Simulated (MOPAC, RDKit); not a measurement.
Torsional profile of SMILES c1cccc(c1C(F)(F)F)CC (C₉H₉F₃). Scanned: dihedral C1–C2–C3–C4; all other coordinates were relaxed at GFN2-xTB. Points at φ and −φ are mirror images. Heavy atoms are numbered in the order of the SMILES CCc1ccccc1C(F)(F)F, hydrogens after them in the order of the atoms that carry them; the mirror image has the same energies with the sign of each dihedral reversed.

Levels of theory: MMFF94 // GFN2-xTB (RDKit); UFF // GFN2-xTB (RDKit); AM1, restricted, heats of formation // GFN2-xTB (MOPAC).

Energies in kJ/mol, each method relative to its own lowest point.

| φ / ° | MMFF94 | UFF | AM1 |
|---|---|---|---|
| -150 | 22.7 | 47.2 | 22.1 |
| -120 | 8.0 | 16.5 | 7.5 |
| -90 | 0.0 | 0.0 | 0.0 |
| -60 | 2.8 | 4.3 | 0.5 |
| -30 | 5.3 | 13.5 | 0.8 |
| 0 | 4.7 | 15.8 | 0.2 |
| 30 | 5.3 | 13.5 | 0.8 |
| 60 | 2.8 | 4.3 | 0.5 |
| 90 | 0.0 | 0.0 | 0.0 |
| 120 | 8.0 | 16.5 | 7.5 |
| 150 | 22.7 | 47.2 | 22.1 |
| 180 | 33.0 | 75.7 | 30.8 |
